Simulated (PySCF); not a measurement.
Predicted microwave data (PBE0/pcSseg-1 in PySCF (dipole) on a GFN2-xTB geometry, gas phase) for one isomer of C7H9OPSi:

```
Rotational constants : A = 1214, B = 939.0, C = 535.3 MHz
Dipole components    : |μa| = 1.83 D, |μb| = 1.79 D, |μc| = 0.19 D
Inertial defect      : -10.44 u·Å²
κ                    : 0.19
```

Question: Which structure is it? (One computed conformer of each.)
A. `[CH2:1]=[CH:2]/[C:3]([SiH3:4])=[P:5]/[c:6]1[cH:7][cH:8][o:9][cH:10]1` with C1–C2–C3–Si4 14°, C3–P5–C6–C7 -54°
B. `[CH3:1][Si@@H:2]([PH2:3])[C:4]#[C:5][c:6]1[cH:7][cH:8][cH:9][o:10]1` with C1–Si2–P3–H 167° and 74°
C. `[CH3:1][C:2](=[O:3])[c:4]1[cH:5][p:6][cH:7][cH:8][c:9]1[SiH3:10]` with C1–C2–C4–C5 1°
D. `[CH3:1][c:2]1[p:3][cH:4][cH:5][c:6]([CH:7]=[O:8])[c:9]1[SiH3:10]` with C5–C6–C7–O8 10°

Answer: D. It is Cc1pccc(C=O)c1[SiH3], an asymmetric top, point group C1. The candidates at the same level (rigid rotor, commonest isotopes):

| SMILES | A (MHz) | B (MHz) | C (MHz) | μa (D) | μb (D) | μc (D) | Δ (u·Å²) | point group | rotor |
| --- | --- | --- | --- | --- | --- | --- | --- | --- | --- |
| CC(=O)c1cpccc1[SiH3] | 1462 | 852.6 | 544.1 | 1.44 | 2.12 | 0.01 | -9.61 | – | asymmetric top |
| Cc1pccc(C=O)c1[SiH3] | 1214 | 939.0 | 535.3 | 1.83 | 1.79 | 0.19 | -10.44 | C1 | asymmetric top |
| C[Si@@H](P)C#Cc1ccco1 | 2323 | 346.5 | 321.6 | 1.97 | 0.01 | 0.01 | -104.82 | C1 | near-prolate asymmetric top |
| C=C/C([SiH3])=P/c1ccoc1 | 2215 | 575.6 | 490.8 | 0.25 | 0.80 | 0.24 | -76.44 | C1 | near-prolate asymmetric top |

`C=C/C([SiH3])=P/c1ccoc1` has A 83 % too high; `C[Si@@H](P)C#Cc1ccco1` has A 91 % too high; `CC(=O)c1cpccc1[SiH3]` has A 20 % too high. No structure here is proved a minimum.
